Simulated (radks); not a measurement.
Results of a calculation; reference values are marked as such.
Q: The mean radii <r> (bohr) of the occupied orbitals of an atom or ion are listed with their occupations. Code: a radial shooting solver on a logarithmic mesh with Libxc functionals. Model: scalar-relativistic Kohn-Sham, LDA (Slater exchange, VWN5 correlation), spin-polarised, spherical densities, finite nucleus; Fermi nuclear charge, rms radius of each element as measured or else 0.836 A^(1/3) + 0.57 fm.

| orbital | occ. | <r> |
|---|---|---|
| 1s up | 1 | 0.04280 |
| 1s down | 1 | 0.04280 |
| 2s up | 1 | 0.1898 |
| 2s down | 1 | 0.1898 |
| 2p up | 3 | 0.1656 |
| 2p down | 3 | 0.1656 |
| 3s up | 1 | 0.5526 |
| 3s down | 1 | 0.5522 |
| 3p up | 3 | 0.5649 |
| 3p down | 3 | 0.5643 |
| 3d up | 5 | 0.5907 |
| 3d down | 5 | 0.5876 |
| 4s up | 1 | 1.586 |
| 4s down | 1 | 1.588 |
| 4p up | 3 | 1.838 |

Name the element and its charge. Open shells, if any, are filled with parallel spins first.

A: Z = 35, bromine, charge +2: Br2+ in [Ar] 3d10 4s2 4p3. The 1s radius gives Z: for a bare nucleus <r> = (2 gamma + 1)/(2Z) with gamma = sqrt(1 - (Z/c)^2), 0.04191 bohr for Z = 35, and screening makes it slightly larger (0.04280 here). The occupations add up to 33, and the charge is Z minus that.
